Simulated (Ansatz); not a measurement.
`CSBO[SiH3]` and `[SiH3]BO[SiH3]` differ in one atom or group.

Ansatz, PBE0-D4/def2-TZVP geometries, multiplicity 1. Each molecule was computed in one conformer, which needn't be the lowest.

```json
{"property": "HOMO–LUMO gap (ωB97M-V/def2-TZVPP) / eV", "`CSBO[SiH3]`": "11.24"}
{"property": "HOMO energy (PBE0/def2-TZVPP) / eV", "`CSBO[SiH3]`": "-7.35"}
{"property": "LUMO energy (PBE0/def2-TZVPP) / eV", "`CSBO[SiH3]`": "-0.20"}
{"property": "zero-point energy (PBE0-D4/def2-TZVP) / kJ/mol", "`CSBO[SiH3]`": "215.7"}
{"property": "HOMO–LUMO gap (PBE/def2-TZVPP) / eV", "`CSBO[SiH3]`": "5.03"}
{"property": "size of the dipole moment (B3LYP/def2-TZVPP) / D", "`CSBO[SiH3]`": "1.00"}
```

Problem. Give the same properties after the change, and the shifts. (Best estimate.)

Solution. The calculation gave: 
```
                                        property  `[SiH3]BO[SiH3]`  shift
         HOMO–LUMO gap (ωB97M-V/def2-TZVPP) / eV             10.52  -0.72
              HOMO energy (PBE0/def2-TZVPP) / eV             -7.65  -0.30
              LUMO energy (PBE0/def2-TZVPP) / eV             -1.27  -1.07
  zero-point energy (PBE0-D4/def2-TZVP) / kJ/mol             175.2  -40.5
             HOMO–LUMO gap (PBE/def2-TZVPP) / eV              4.15  -0.88
size of the dipole moment (B3LYP/def2-TZVPP) / D              1.67   0.67
```

With PBE0 the HOMO falls by 0.30 eV and the LUMO falls by 1.07 eV, so the gap narrows by about 0.77 eV. PBE moves the HOMO by -0.22 eV and ωB97M-V by -0.31 eV. The zero-point energy changes by -40.5 kJ/mol with -3 modes. Dipoles are sizes alone; their direction can turn.

B3LYP here is the variant with VWN-RPA as its local correlation; programs differ in this.
